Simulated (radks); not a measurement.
Values are calculated unless marked as measured or tabulated.
Initial-state core-level shifts of the platinum ion Pt+ when its valence configuration changes from [Xe] 4f14 5d9. Code: a radial shooting solver on a logarithmic mesh with Libxc functionals. Model: non-relativistic Kohn-Sham, PBE, spin-unpolarised, spherical densities, point nucleus; relativity is left out, which matters for an element this heavy. Shifts are changes of the shell-averaged eigenvalues in eV (positive: less bound); the change of the density at the nucleus, which sets a Mossbauer isomer shift, is in e/bohr^3, on a base of 3.404e+05.

valence                3p       4s       4p       4d  density at nucleus
4f14 5d8 6p1       -5.464   -5.445   -5.445   -5.447               +2.14
4f13 5d10         -15.548  -12.316  -12.188  -11.966              +22.09
4f13 5d9 6p1      -21.266  -18.008  -17.881  -17.660              +24.33
4f14 5d6 6s2 6p1  -14.528  -14.409  -14.410  -14.417              +52.73
4f14 5d4 6s2 6p3  -26.572  -26.277  -26.278  -26.287              +71.75
4f13.5 5d9 6p0.5  -10.474   -8.899   -8.836   -8.724              +11.93
4f14 5d7 6s1 6p1   -9.879   -9.819   -9.819   -9.824              +25.09
4f13 5d9 6s1      -19.950  -16.687  -16.560  -16.340              +42.22
4f14 5d8.5 6s0.5   -2.048   -2.038   -2.038   -2.040               +9.27
